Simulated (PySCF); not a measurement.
# Dipole moment and polarisability of SiMeI3

SiMeI3, CH3I3Si.
Cartesian coordinates in Å at the PBE0-D3(BJ)/def2-SVP level; atoms count from 1:
```xyz
8
CH3I3Si angstrom
Si     0.025   -0.007   -0.773
C      0.013   -0.017    1.089
H     -1.026    0.043    1.447
H      0.578    0.848    1.467
H      0.473   -0.946    1.458
I      2.333   -0.034   -1.588
I     -1.100    2.011   -1.581
I     -1.155   -1.983   -1.603
```

Level: CAM-B3LYP/def2-SVPD (PySCF), static field, nuclei fixed, core orbitals frozen in the response. The polarisability tensor in these axes (au):

```
x   155.07   0.00  -0.04
y     0.00 155.00   0.17
z    -0.04   0.17 122.73
```

Task: Give the principal values, the mean and the anisotropy Δα = √{½[(α1 − α2)² + (α2 − α3)² + (α1 − α3)²]}.

Result: Principal values 122.73, 155.00 and 155.07 au; mean 144.27 au = 21.38 Å³ = 23.79 × 10⁻⁴⁰ C²·m²/J; Δα = 32.31 au (22 % of the mean).

Task: What is the dipole moment, and where does it point?

Result: (0.00, -0.01, 1.57) D, 1.57 D in size, pointing from the negative to the positive side. Measured along this direction, the outermost atoms are I8, I7 and I6 at the negative end and H4, H5 and H3 at the positive end.

Task: What molar refraction does this α imply?

Result: Lorentz–Lorenz: R = (4π/3)N_A α = 2.5225 cm³/(mol·Å³) × 21.38 Å³ = 53.9 cm³/mol, in the limit of long wavelengths.

Task: Rayleigh depolarisation ratio (linearly polarised light, static tensor)?

Result: ρ = 3Δα²/(45ᾱ² + 4Δα²) = 3131.1/(936568 + 4174.9) = 0.00333.

Task: Refractivity n − 1 of an ideal gas of it at 350 K and 1 atm, from the electronic α?

Result: N = p/kT = 2.0968 × 10¹⁹ cm⁻³, so n − 1 = 2π × N × 21.38 × 10⁻²⁴ cm³ = 2817 × 10⁻⁶ at long wavelengths.

Task: Find the Langevin capture rate constant for H3+ (3.023 u) meeting this molecule (423.714 u), k = 2.342 × 10⁻⁹ cm³/s × √(α in Å³ / reduced mass in u).

Result: The reduced mass is 3.00 u, so k = 6.25 × 10⁻⁹ cm³/s. The formula leaves out the permanent dipole, which adds to the capture rate.

Task: In TDDFT the mean static polarisability is Σ f/ω² over all singlet excitations (ω in hartree). How much of it do the 10 lowest give? Their energies (eV) and oscillator strengths: 4.53, 0.0000; 4.86, 0.0343; 4.86, 0.0344; 5.15, 0.0101; 5.29, 0.0203; 5.29, 0.0209; 6.26, 0.0078; 6.26, 0.0079; 6.44, 0.0000; 6.50, 0.0097.

Result: They add up to 3.99 au, 2.8 % of the 144.27 au; the largest single term is 1.08 au, from the state at 4.86 eV. Terms in order: 0.00, 1.08, 1.08, 0.28, 0.54, 0.55, 0.15, 0.15, 0.00, 0.17 au. Higher excitations give the rest. The strengths listed sum to 0.145.

Isolated species at its PBE0-D3(BJ)/def2-SVP geometry, gas phase. Atoms past krypton carry effective core potentials; spin–orbit coupling is left out.

The run behind these numbers computed excited states as well. Time: 1.9 min (grids of density and orbitals included); peak memory 0.87 GiB. Hardware: one thread of an Intel Xeon at 2.50 GHz, on a shared host.
